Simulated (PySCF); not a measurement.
This PySCF input asks for the NMR shieldings of SMILES C=CCN([SiH3])BB(C)C, C₅H₁₅B₂NSi; the geometry comes from GFN2-xTB.

```python
import basis_set_exchange as bse
import numpy as np
from pyscf import gto, dft
from pyscf.prop import nmr

atoms = """
C     2.349858   -0.461572   -1.664654
C     2.902667    0.208903   -0.672616
C     2.180416    0.734081    0.535334
N     0.732609    0.627645    0.455805
Si   -0.046611    2.020336   -0.247568
B     0.097606   -0.570803    0.843973
B    -1.526225   -0.840422    0.667663
C    -2.584888   -0.500883    1.799221
C    -2.104890   -1.524249   -0.644139
H     1.295022   -0.679410   -1.674888
H     2.927913   -0.824517   -2.497553
H     3.966648    0.411145   -0.667742
H     2.538942    0.177355    1.409512
H     2.471932    1.781994    0.679371
H     0.427768    2.217963   -1.623869
H    -1.487005    1.800672   -0.205267
H     0.340601    3.184591    0.564013
H     0.813801   -1.394217    1.307212
H    -2.687127   -1.380026    2.437761
H    -3.580687   -0.288226    1.412510
H    -2.290995    0.319779    2.450920
H    -1.428383   -2.250661   -1.091150
H    -3.071498   -2.005903   -0.504571
H    -2.249210   -0.743811   -1.393206
"""
names = dict.fromkeys(["C", "N", "Si", "B", "H"], "pcSseg-1")
basis = {el: gto.basis.parse(bse.get_basis(n, elements=[el], fmt="nwchem")) for el, n in names.items()}
mol = gto.M(atom=atoms, basis=basis, charge=0, verbose=0)
mf = dft.RKS(mol, xc="PBE0")
mf.grids.level = 2
mf.grids.alignment = dft.numint.BLKSIZE   # the property module wants whole blocks of grid points
mf.conv_tol = 1e-9
mf.kernel()

calc = nmr.RKS(mf)   # GIAO
C = mf.mo_coeff
Co = C[:, mf.mo_occ > 0]
resp = mf.gen_response(singlet=True, hermi=2)
def vind(x):   # induced exchange potential for any number of trial vectors
    d = np.einsum("pi,xij,qj->xpq", C, 2 * x.reshape(-1, C.shape[1], Co.shape[1]), Co, optimize=True)
    return np.einsum("xpq,pi,qj->xij", resp(d - d.transpose(0, 2, 1)), C, Co, optimize=True).ravel()
mo1, _ = nmr.rhf.solve_mo1(calc, with_cphf=vind)
sigma = calc.kernel(mo1)
for i, s in enumerate(sigma):   # ppm
    print("%2d %-2s %9.2f" % (i, mol.atom_pure_symbol(i), np.trace(s) / 3))
```

Question: What does it print?

Answer: 
```
 0 C      67.52
 1 C      41.68
 2 C     124.43
 3 N     147.47
 4 Si    392.69
 5 B      41.12
 6 B      -0.71
 7 C     167.81
 8 C     168.93
 9 H      26.06
10 H      26.09
11 H      25.49
12 H      27.47
13 H      27.90
14 H      26.93
15 H      27.56
16 H      27.04
17 H      25.53
18 H      30.93
19 H      30.44
20 H      30.23
21 H      30.16
22 H      30.55
23 H      30.97
```

These numbers come from an equivalent density-fitted implementation of the same equations, which agrees with the script to about 0.01 ppm for H and up to a few tenths of a ppm for heavy atoms, so last digits may differ.

Size and cost of the density-fitted run: 235 basis functions, 84 s wall time on 1 thread of an Arm Neoverse V1, shared host; peak memory 1 GiB.
